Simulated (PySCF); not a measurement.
Vertical excitations of a molecule C5H12Si from TDA-ωB97X/def2-SVPD run with PySCF 2.14.0, as energy in eV (oscillator strength): 8.28 (0.055), 8.75 (0.003), 8.83 (0.029), 8.95 (0.013), 8.98 (0.011), 9.02 (0.003). Lowest triplet (TDA): 7.90 eV. Coordinates come from a r2SCAN-D4/def2-SVP optimisation. One conformer was computed; it need not be the lowest.

**Question.** Which structure fits?
(A) [SiH3]CC1CCC1
(B) C=CC[C@@H](C)[SiH3]
(C) C=C[C@H]([SiH3])CC
(D) CC[C@@H]1CC[SiH2]1

**Answer.** A, [SiH3]CC1CCC1
